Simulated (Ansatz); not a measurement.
Molecule: C₂H₃O, net charge 1, singlet state. It need not be the lowest isomer of its formula. 
Structure (B3LYP-D3(BJ)/def2-TZVP (Ansatz, a program for electronic structure) minimum search):
```xyz
6

C     -0.5923    -0.5261    -0.2695
C      0.6578    -0.5018    -0.1251
O     -0.0608     0.7741     0.3962
H     -1.6187    -0.7915    -0.4582
H      1.7096    -0.7269    -0.0739
H      0.0022     1.4931    -0.2701
```
Charge +1, spin multiplicity 1.

Parts of the frozen-core correlation energy in cc-pwCVTZ (Ansatz, hartree). Frozen orbitals: 3; correlated occupied orbitals by spin: 8 and 8; virtual: 160 and 160. Spin-orbit coupling is left out. No relativistic terms. The restricted reference is unstable.

```json
[
 {"term": "reference (HF)", "value": "-151.97311"},
 {"term": "MP2 opposite-spin", "value": "?"},
 {"term": "MP2 same-spin", "value": "?"},
 {"term": "CCSD correlation", "value": "-0.56301"},
 {"term": "(T)", "value": "?"},
 {"term": "T1 diagnostic", "value": "0.014"},
 {"term": "largest doubles amplitude", "value": "0.107"}
]
```

Fill in the missing entries.


- MP2 opposite-spin, value: -0.41719
- MP2 same-spin, value: -0.13202
- (T), value: -0.02674
